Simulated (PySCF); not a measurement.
C2H2Cl2. Atoms are numbered in the order given.

```xyz
6

Cl    -0.0509    -2.1627     0.0000
C      0.4457    -0.5037     0.0000
C     -0.4457     0.5037     0.0000
Cl     0.0509     2.1627     0.0000
H      1.5341    -0.3427     0.0000
H     -1.5341     0.3427     0.0000
```

The structure is a stationary point at PBE-D3(BJ)/def2-SVP.

The numbers are results of TDA-B3LYP/def2-SVPD run with PySCF, not measurements.

Vertical excitations.  State labels are in the subgroup C2h.

```tsv
state	symmetry	energy (eV)	λ (nm)	f	main pairs
S1	Bg	5.72	217	0.000	HOMO→LUMO+1 98 %
S2	Bu	6.31	197	0.396	HOMO→LUMO 88 %
S3	Au	6.60	188	0.000	HOMO→LUMO+2 98 %
S4	Bg	6.69	185	0.000	HOMO−1→LUMO 100 %
S5	Au	6.89	180	0.000	HOMO−2→LUMO 99 %
S6	Bg	7.14	174	0.000	HOMO→LUMO+3 99 %
S7	Au	7.22	172	0.008	HOMO→LUMO+4 97 %
S8	Bu	7.59	163	0.036	HOMO−1→LUMO+1 94 %
S9	Ag	7.70	161	0.000	HOMO−2→LUMO+1 94 %
S10	Ag	7.87	158	0.000	HOMO−3→LUMO 81 %, HOMO→LUMO+6 14 %
T1	Bu	3.73	332	0	HOMO→LUMO 95 %
T2	Bg	5.18	239	0	HOMO→LUMO+1 96 %
T3	Au	6.30	197	0	HOMO→LUMO+2 89 %
T4	Bg	6.54	189	0	HOMO−1→LUMO 99 %
```
Triplets are in the Tamm–Dancoff approximation.
